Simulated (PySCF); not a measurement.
A calculated (B3LYP, PySCF 2.14, def2-TZVPPD, the non-relativistic Hamiltonian (point nucleus)) atom or ion has these occupied shells.

```csv
shell,electrons,orbital energy (eV),"rms radius, mean of both spins (bohr)"
1s α,1,-281.27,0.314
1s β,1,-280.88,0.314
2s β,1,-13.659,1.77
2p α,3,-7.378,1.96
```

**Question.** Name the element and its charge.

**Answer.** C (carbon, neutral), in [He] 2s1 2p3, 2s spin antiparallel (an excited configuration).
